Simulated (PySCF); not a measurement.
Input for PySCF: R-B3LYP/6-31G* on BH3 (SMILES B) with ghost functions.

```python
from pyscf import gto, scf, dft, mp
from pyscf.data.elements import chemcore

mol = gto.M(
    atom='''
    B    -0.03034645   -0.07736415    0.67210629
    H     1.09672666   -0.42107271    0.41765973
    H    -0.84163681   -0.96881032    0.65523669
    H    -0.38372522    0.93204156    0.11588585
    ghost-P    0.05438151    0.42994141    2.53200979
    ghost-H   -1.12564065    0.88774604    3.14510954
    ghost-H    0.44533567   -0.54726873    3.46481806
    ghost-H    0.93043269    1.46935376    2.89266546
    ''',
    basis='6-31g*',
    cart=True,
    charge=0, spin=0, verbose=3, max_memory=1800)
mf = dft.RKS(mol, xc='b3lyp')
mf.conv_tol = 1e-8
mf.max_cycle = 100
mf.kernel()
if not mf.converged:
    mf = mf.newton().run(mf.mo_coeff, mf.mo_occ)
```

Program output:

```
converged SCF energy = -26.5957910380115
```

The run converged.

Cost: about 1.7 core-seconds (a rough figure).
